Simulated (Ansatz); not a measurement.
K6F5⁺, relaxed as a singlet with RKS PBE0-D4/def2-SVP in Ansatz, starting from the GFN1-xTB geometry. Force threshold 0.02 eV/Å.

The structure comes from a short search, and lower isomers may exist.

Start:

| atom | x (Å) | y (Å) | z (Å) |
| --- | --- | --- | --- |
| K1 | -1.244 | 2.435 | -0.651 |
| K2 | -0.564 | -0.454 | -2.634 |
| K3 | 2.240 | 0.863 | -0.730 |
| K4 | 1.265 | -2.210 | 0.958 |
| K5 | -2.169 | -1.102 | 0.575 |
| K6 | 0.419 | 0.795 | 2.672 |
| F7 | -0.702 | -1.117 | 2.273 |
| F8 | 0.436 | -1.797 | -1.106 |
| F9 | 2.207 | 0.285 | 1.417 |
| F10 | -2.416 | 0.549 | -0.900 |
| F11 | 0.529 | 1.754 | -1.874 |

Question: Estimate the energy that the relaxation releases and the steps that it takes.

Answer: 141.2 kJ/mol, in 10 steps; 96 s on 4 threads of Arm Neoverse V2 on a shared host. The force fell under the threshold at step 7, but the optimiser went on and released 0.003 eV more. No frequencies were taken in this run, so the end may be a saddle point.

Question: Does the start keep its bonding?

Answer: Bonds lost: K1–K6 (atoms count from 1). Metal–metal contacts that move far: K2–K4 4.40 to 4.96 Å, K3–K5 5.00 to 4.50 Å. The end is the same structure that another start reached.

Question: Predict the relaxed structure.

Answer: 
```csv
atom,x (Å),y (Å),z (Å)
K1,-1.741,2.862,-1.587
K2,-0.702,-0.326,-2.839
K3,2.028,0.702,-0.701
K4,1.379,-2.305,1.202
K5,-1.937,-1.055,0.481
K6,0.918,0.334,3.576
F7,-0.502,-1.249,2.459
F8,0.345,-1.340,-0.834
F9,2.282,-0.017,1.629
F10,-2.427,0.580,-1.278
F11,0.357,1.813,-2.108
```
Bond lengths (bridged metal pairs left out): 16 × F–K 2.40 to 2.65 Å.
